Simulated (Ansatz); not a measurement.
`N[Si](N)(N)O`, 12 atoms. Charge 0, multiplicity 1. All runs use 4 threads of an Arm Neoverse V1 on a shared host. Correlated methods freeze the cores.

Give the basis size and wall time and peak host memory of each of these runs in Ansatz. RKS PBE0-D4/def2-TZVP relaxation (8 steps); RHF-CCSD(T)/def2-SVP energy; RKS PBE0-D4/def2-SVP energy; RKS PBE-D4/def2-TZVPP energy and forces; RKS B97M-V/def2-TZVPP energy; RHF-MP2/def2-QZVPP energy; RKS PBE0-D4/def2-QZVPP energy; direct RPA on PBE orbitals/def2-TZVPP energy; RKS ωB97M-V/def2-QZVPP energy; RHF-CCSD(T)/def2-TZVPP energy; RKS ωB97M-V/def2-SVP energy; RKS PBE-QIDH (frozen core)/def2-TZVPP energy. (Best estimate.)

Ansatz gave: Other jobs shared the machine, so times are rough.

```json
{"level": "RKS PBE0-D4/def2-SVP", "job": "energy", "functions": "109", "wall time": "1.1 s", "peak host memory (GiB)": "0.24"}
{"level": "RKS PBE-D4/def2-TZVPP", "job": "energy and forces", "functions": "264", "wall time": "2.6 s", "peak host memory (GiB)": "0.34"}
{"level": "RKS ωB97M-V/def2-SVP", "job": "energy", "functions": "109", "wall time": "4.3 s", "peak host memory (GiB)": "0.34"}
{"level": "RKS PBE-QIDH (frozen core)/def2-TZVPP", "job": "energy", "functions": "264", "wall time": "6 s", "peak host memory (GiB)": "0.69"}
{"level": "RHF-CCSD(T)/def2-SVP", "job": "energy", "functions": "109", "wall time": "6.5 s", "peak host memory (GiB)": "0.55"}
{"level": "direct RPA on PBE orbitals/def2-TZVPP", "job": "energy", "functions": "264", "wall time": "7 s", "peak host memory (GiB)": "0.71"}
{"level": "RKS B97M-V/def2-TZVPP", "job": "energy", "functions": "264", "wall time": "8 s", "peak host memory (GiB)": "0.43"}
{"level": "RKS PBE0-D4/def2-QZVPP", "job": "energy", "functions": "508", "wall time": "9 s", "peak host memory (GiB)": "1.8"}
{"level": "RKS ωB97M-V/def2-QZVPP", "job": "energy", "functions": "508", "wall time": "19 s", "peak host memory (GiB)": "2.2"}
{"level": "RHF-MP2/def2-QZVPP", "job": "energy", "functions": "508", "wall time": "25 s", "peak host memory (GiB)": "3.3"}
{"level": "RKS PBE0-D4/def2-TZVP", "job": "relaxation (8 steps)", "functions": "203", "wall time": "28 s", "peak host memory (GiB)": "0.5"}
{"level": "RHF-CCSD(T)/def2-TZVPP", "job": "energy", "functions": "264", "wall time": "3.7 min", "peak host memory (GiB)": "6.7"}
```
